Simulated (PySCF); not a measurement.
# What binds CsBr: the parts of the energy along the bond

State: ¹Σ⁺, singlet, closed shell. RHF-based CCSD(T) in PySCF 2.14 with Cs cc-pwCVDZ-X2C, Br aug-cc-pVDZ-DK and Cs cc-pwCVTZ-X2C, Br aug-cc-pVTZ-DK (frozen core orbitals: 37; spin-free X2C with a Gaussian nucleus). Correlation energies are extrapolated as n⁻³ (n = 2, 3), Hartree–Fock as (n+1)·exp(−9√n). All energies in eV from Cs + Br.

```
 R (Å)  HF/CBS  CCSD corr.      (T)   total
2.7079  -2.459      -1.027  -0.1037  -3.590
2.8310  -2.814      -0.963  -0.0970  -3.874
2.9541  -3.018      -0.909  -0.0915  -4.018
3.0772  -3.115      -0.863  -0.0869  -4.065
3.2003  -3.139      -0.825  -0.0831  -4.047
3.3541  -3.101      -0.787  -0.0792  -3.967
3.5080  -3.015      -0.756  -0.0760  -3.847
```

A fit to the total gives Re = 3.0981 Å, De = 4.066 eV, ωe = 147.6 cm⁻¹, Be = 0.03547 cm⁻¹ (masses 132.9054 and 78.9183 u).

**Question.** At R = 3.0772 Å the CCSD correlation energy is -0.236546 hartree in the smaller basis and -0.363545 in the larger. Extrapolate it.

**Answer.** (3³·E3 − 2³·E2)/(3³ − 2³) = -0.41702 hartree; the larger basis holds 87.2 % of it.

The T1 diagnostic is 0.009. The open-shell atoms are computed with UHF. Spin–orbit coupling, excitations beyond (T) and corrections to the Born–Oppenheimer picture are left out, and spin–orbit coupling matters for open p, d or f shells this heavy.
